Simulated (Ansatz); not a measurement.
A single point on CH5FOSSi (`OC(S)[SiH2]F`).

```yaml
crystal:
  periodic: [false, false, false]
  atoms:
    - {symbol: O, position_ang: [-0.462393, 1.471902, 0.701948]}
    - {symbol: C, position_ang: [0.246890, 0.264826, 0.614744]}
    - {symbol: S, position_ang: [-0.499520, -1.116465, 1.528437]}
    - {symbol: Si, position_ang: [0.456640, -0.215209, -1.196068]}
    - {symbol: F, position_ang: [-0.936413, -0.794457, -1.731854]}
    - {symbol: H, position_ang: [-0.698016, 1.622659, 1.624018]}
    - {symbol: H, position_ang: [1.246415, 0.339225, 1.070685]}
    - {symbol: H, position_ang: [-1.552076, -1.303778, 0.713380]}
    - {symbol: H, position_ang: [0.801083, 0.960360, -2.028668]}
    - {symbol: H, position_ang: [1.480389, -1.280262, -1.293724]}
basis:
  gaussian: {orbitals: def2-QZVPP}
correlation: {method: mp2}
```

```sh
$ ansatz run in.yaml --threads 4 --pin off --events-out ev --progress --plain --max-ram 10444MiB
```

Shortened log:

```
Functional definition: HF
2774 factors; integrals over basis functions are off by at most 8.3e-4 eV
mean field evaluation 1: about -24533.9027 eV, gradient 4.1e1 eV
mean field evaluation 2: about -24534.0732 eV, gradient 4.1e1 eV
mean field evaluation 4: about -24537.7145 eV, gradient 3.9e0 eV
mean field evaluation 8: about -24537.7850 eV, gradient 3.1e-1 eV
mean field -24537.78561742 eV, -901.7469891318 hartree, gradient 5.6e-6 eV, S^2 0.000000; 0 other end points of the search recorded, 0 dependent functions left out
13 core orbitals not correlated: weight in the atoms' cores, before any rotation towards them, 1.000 or more for the frozen orbitals, at most 0.000 for the correlated occupied ones
reference -24537.78561742 eV, -901.7469891318 hartree; 16, 16 occupied and 432, 432 virtual orbitals, 2774 factors
second order -28.34901763 eV of doubles, -0.00000000 eV of singles
Total energy: -24566.13463505 eV, -902.7887963141 hartree
```

It took 20 s on 4 threads of an Arm Neoverse V1 on a shared host, with 2.7 GiB of host memory at the peak.
